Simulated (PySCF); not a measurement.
HfF₄, SMILES [F][Hf]([F])([F])[F], multiplicity 1.

The structure is a stationary point at B3LYP-D3(BJ)/def2-SVP. The multiplicity is an assumed one; other spin states were not compared. The isomer is the one that the SMILES or the coordinates give; other isomers of the formula were not compared. The def2 effective core potentials stand for the cores of Hf; spin–orbit coupling is left out.

The numbers are results of PBE/def2-TZVP in PySCF, not measurements.

Symmetry labels are those of the subgroup D2 that the program uses (full group Td).

Q: List the valence orbital energies around the gap with their symmetry. (An estimate is asked for; the answer gives what the named calculation found.)

A: 
```json
[
 {"orbital": "HOMO−7", "symmetry": "A", "energy (eV)": "-11.01"},
 {"orbital": "HOMO−6", "symmetry": "A", "energy (eV)": "-11.01"},
 {"orbital": "HOMO−5", "symmetry": "B1", "energy (eV)": "-10.19"},
 {"orbital": "HOMO−4", "symmetry": "B2", "energy (eV)": "-10.19"},
 {"orbital": "HOMO−3", "symmetry": "B3", "energy (eV)": "-10.19"},
 {"orbital": "HOMO−2", "symmetry": "B1", "energy (eV)": "-10.09"},
 {"orbital": "HOMO−1", "symmetry": "B2", "energy (eV)": "-10.09"},
 {"orbital": "HOMO", "symmetry": "B3", "energy (eV)": "-10.09"},
 {"orbital": "LUMO", "symmetry": "A", "energy (eV)": "-1.67"},
 {"orbital": "LUMO+1", "symmetry": "A", "energy (eV)": "-1.67"},
 {"orbital": "LUMO+2", "symmetry": "A", "energy (eV)": "-1.66"},
 {"orbital": "LUMO+3", "symmetry": "B1", "energy (eV)": "-0.69"}
]
```
